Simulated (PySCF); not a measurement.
CH5GaO3, singlet, at a GFN2-xTB geometry (such geometries of metal compounds can be far from the true shape). Base run: B3LYP/6-31G, polarisability in PySCF.

The PySCF input:
```python
from pyscf import gto, scf, dft
from pyscf.prop import polarizability

mol = gto.M(
    atom='''
Ga    0.09262009    0.30088295    0.19858133
O     1.17003086    1.66503500    0.14055510
H     1.74793936    1.74078705   -0.61782513
O    -0.99497662    0.08434453    1.54380040
H    -0.95740219    0.75167209    2.22888970
O     0.14355800   -0.84067298   -1.14129589
C    -0.62560498   -2.01798343   -1.32542587
H    -1.19044496   -1.91954716   -2.25539351
H     0.05659038   -2.86806744   -1.39985966
H    -1.32317351   -2.19396772   -0.50375419
''',
    basis='6-31g',
    verbose=3,
)

mf = dft.RKS(mol)
mf.xc = 'b3lyp'
mf.kernel()
alpha = mf.Polarizability().polarizability()[2, 2]
print('alpha_zz =', alpha)
```

The base run was repeated with changes; each row names its change, and settings that it needs were set with it.

| change | alpha_zz (bohr³) | basis functions | core-seconds (rough) |
|---|---|---|---|
| base | 40.67 | 73 | 40 |
| basis = 6-31G* | (withheld) | (withheld) | 60 |
| basis = STO-3G | (withheld) | (withheld) | 30 |
| finite field (a.u.) = 2e-4; conv_tol = 1e-6 | 49.96 | 73 | 20 |
| finite field (a.u.) = 2e-4; conv_tol = 1e-11 | 40.67 | 73 | 40 |
| basis = cc-pVDZ | 42.66 | 108 | 70 |
| functional = camb3lyp | 39.11 | 73 | 90 |
| finite field (a.u.) = 0.05; conv_tol = 1e-11 | 42.23 | 73 | 50 |
| finite field (a.u.) = 0.001; conv_tol = 1e-11 | 40.67 | 73 | 40 |
| finite field (a.u.) = 0.02; conv_tol = 1e-11 | 40.87 | 73 | 40 |
| basis = def2-SVP | 41.76 | 113 | 70 |
| functional = pbe0 | 39.68 | 73 | 40 |

Question: Some entries are withheld; supply them.

Answer: 
- basis = 6-31G*, alpha_zz (bohr³): 42.22
- basis = 6-31G*, basis functions: 98
- basis = STO-3G, alpha_zz (bohr³): 33.32
- basis = STO-3G, basis functions: 43

Finite-field rows take the second difference of the energy in a field along z; a small field with loose convergence shows SCF noise divided by the square of the field, and a large one adds hyperpolarisability.
